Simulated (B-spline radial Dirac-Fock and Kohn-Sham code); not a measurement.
## Binding energies of Ba⁴⁺ at several levels of theory

System: the Ba⁴⁺ ion in the configuration [Kr] 4d10 5s2 5p4.

The density-functional columns are spherical, spin-unpolarised Dirac-Kohn-Sham results without Breit or QED terms: −ε is minus the orbital energy of the initial state and ΔSCF the difference of two total energies. The reference in the last column comes from Dirac-Fock ΔSCF + Breit + QED. All numbers are from a radial B-spline solver, in eV; a selection of levels is shown. The Kohn-Sham columns are given as differences from the reference. For the 1s level of heavy atoms much of the gap between ΔSCF and the reference is the Breit and QED part, -139.0 eV here; for other levels the error of the functional can be larger.

```
level  PBE −ε − DF  PBE ΔSCF − DF  LDA −ε − DF  LDA ΔSCF − DF  Dirac-Fock
    K       -223.2         +167.7       -262.5         +127.2     37490.1
   L1       -124.1          -51.5       -129.1          -56.2      6046.4
   L2        -94.7           -4.4        -96.6           -6.2      5675.9
   L3        -99.5          -15.8       -100.9          -17.1      5298.9
   M1        -64.6          -38.4        -66.0          -39.7      1346.4
   M2        -52.4          -25.3        -52.9          -25.7      1191.1
   M3        -51.8          -25.8        -52.2          -26.0      1116.7
   M4        -33.6           -4.4        -33.3           -4.1       847.2
   M5        -34.0           -5.2        -33.7           -4.9       831.9
   N1        -29.9          -17.1        -30.4          -17.6       313.3
   N2        -23.5          -11.0        -23.7          -11.1       254.8
   N4        -11.1           +0.4        -11.0           +0.5       141.8
   N5        -11.1           +0.2        -11.1           +0.3       139.2
   O1         -7.1           -0.3         -6.8            0.0       77.30
 O2,3         -5.1           +1.1         -4.8           +1.4       59.08
```

Values without a named source are computed, but for edge energies of neutral atoms, which are taken from tables.
